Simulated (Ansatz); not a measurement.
`CC[SeH]` + `BC=C` → `C=CB[SeH]` + `CC` at 400 K and 1 bar (formal exchange of groups at the Se–C bond).

Program: Ansatz. Geometries: PBE0-D4/def2-TZVP. ΔE: electronic, gas phase. CBS: MP2 limit from def2 TZ/QZ plus the TZ coupled-cluster correction, frozen cores. This one scheme is used for every species. For Se outer-core shells are correlated without core-valence functions, which leaves a few kJ/mol of doubt a bond. Scalar relativity is left out up to krypton. Each species was taken in one conformer, which may not be the lowest.

| species | CCSD(T)/CBS energy (Eh) | H − E (kJ/mol) | S (J/(mol·K)) |
| --- | --- | --- | --- |
| `CC[SeH]` | -2480.41858 | 216.4 | 322.5 |
| `BC=C` | -103.86193 | 185.4 | 285.8 |
| `C=CB[SeH]` | -2504.61289 | 194.2 | 343.7 |
| `CC` | -79.71954 | 213.5 | 244.3 |

H − E and S are ideal-gas, rigid-rotor, harmonic terms from PBE0-D4/def2-TZVP, for one conformer and one mirror image of each species. 1 Eh = 2625.50 kJ/mol, R = 8.31446 J/(mol·K).

**Question.** By hand: ΔE, ΔH, ΔS and ΔG.

**Answer.** ΔE = (-2504.61289) + (-79.71954) − (-2480.41858) − (-103.86193) = -0.05192 Eh = -136.3 kJ/mol. Δ(H − E) = 194.2 + 213.5 − 216.4 − 185.4 = 5.9, so ΔH = -130.4 kJ/mol. ΔS = 343.7 + 244.3 − 322.5 − 285.8 = -20.3 J/(mol·K). ΔG = -130.4 − 400 × (-20.3)/1000 = -122.3 kJ/mol.

**Question.** By hand: the equilibrium constant, and the temperature at which ΔG would vanish if ΔH and ΔS stayed fixed.

**Answer.** log₁₀ K = −ΔG/(RT ln 10) = 16.0. ΔG = 0 at ΔH/ΔS = 6424 K, far beyond where these terms or the molecules hold.

ΔH outweighs TΔS. A doubt of 5 kJ/mol in ΔE shifts log₁₀ K by 0.7 here. Other conformers and mirror images would add mixing entropy, several J/(mol·K) or more a flexible species. These are equilibria of isolated gas molecules and say nothing of rates. Largest T1 diagnostic: 0.013 (customary marks: 0.02 for closed shells, 0.045 for open ones).
